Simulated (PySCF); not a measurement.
# Assignment exercise: C$_{7}$H$_{11}$N

Geometry:
```csv
atom,x (Å),y (Å),z (Å)
C1,2.833,0.113,-0.856
N2,1.852,-0.091,-0.110
C3,0.537,0.319,-0.504
C4,-0.091,1.190,0.603
C5,-1.588,0.856,0.621
C6,-1.677,-0.557,0.087
C7,-0.744,-1.569,0.677
C8,-0.389,-0.882,-0.608
H9,2.780,0.612,-1.832
H10,3.808,-0.217,-0.528
H11,0.544,0.857,-1.471
H12,0.092,2.249,0.428
H13,0.376,0.921,1.549
H14,-2.140,1.527,-0.040
H15,-2.007,0.949,1.624
H16,-2.630,-0.885,-0.306
H17,-1.030,-2.609,0.618
H18,-0.187,-1.320,1.565
H19,-0.349,-1.453,-1.525
```

Theoretical values (PySCF 2.14): geometry: GFN2-xTB, PBE0/pcSseg-1 with gauge-including orbitals. One conformer, gas phase, non-relativistic Hamiltonian.

Shifts are taken against calculated references (same method and geometry level): $^{13}$C (σref 186.93) and $^{1}$H (σref 31.72) vs TMS.

(1) Assign these signals to the numbered atoms. $^{13}$C{$^{1}$H} NMR (computed): δ 152.4 (CH2), 77.6 (CH), 33.6 (CH2), 31.7 (CH2), 29.2 (CH), 22.8 (CH), 7.8 (CH2).

(2) Assign these signals to the numbered atoms. $^{1}$H NMR (500 MHz, computed): δ 7.81 (d, 1H), 7.15 (d, 1H), 3.67 (m, 1H), 2.06 (m, 1H), 2.00 (m, 1H), 1.73 (m, 1H), 1.69 (m, 1H), 1.39 (m, 1H), 1.22 (m, 1H), 0.83 (m, 1H), 0.44 (m, 1H).

Results:

(1) 
152.4 → C1, C=N carbon
77.6 → C3, sp3 CH bonded to N: deshielded by the electronegative neighbour
33.6 → C4, sp3 CH2 in a ring: aliphatic region, no heteroatom directly attached
31.7 → C5, sp3 CH2 in a ring
29.2 → C8, three-membered-ring carbon: carbons of three-membered rings are unusually shielded
22.8 → C6, three-membered-ring carbon
7.8 → C7, three-membered-ring carbon

C4 and C5 lie closer than the usual error of such a calculation, so a measured spectrum could show them in the other order.

(2) 
| δ (ppm) | atoms | environment | reason |
| --- | --- | --- | --- |
| 7.81 | H9 | hydrogen on a C=N carbon | – |
| 7.15 | H10 | hydrogen on a C=N carbon | – |
| 3.67 | H11 | hydrogen on an sp3 CH bonded to N | its carbon carries N, an electronegative neighbour |
| 2.06 | H14 | hydrogen on an sp3 CH2 in a ring | – |
| 2.00 | H15 | hydrogen on an sp3 CH2 in a ring | – |
| 1.73 | H13 | hydrogen on an sp3 CH2 in a ring | – |
| 1.69 | H12 | hydrogen on an sp3 CH2 in a ring | – |
| 1.39 | H16 | hydrogen on a three-membered-ring carbon | cyclopropane-type protons are shielded by the ring |
| 1.22 | H19 | hydrogen on a three-membered-ring carbon | – |
| 0.83 | H18 | hydrogen on a three-membered-ring carbon | – |
| 0.44 | H17 | hydrogen on a three-membered-ring carbon | – |

H14 and H15; H13 and H12 lie closer than the usual error of such a calculation, so a measured spectrum could show them in the other order.

Shifts are as computed. Against solution values, carbons near 30 ppm lie about +3 ppm off and those near 130 ppm about +5 ppm. Of 1211 compounds with measured shifts, 218 miss one by over three times the rms of a fit or turn the order of signals round; such compounds aren't used in these exercises. No couplings were computed; multiplicities are counted from neighbouring protons, with m where these are inequivalent, close in shift, in a saturated or five-membered ring or joined by F or P, and br s for small geminal =CH2 splittings.
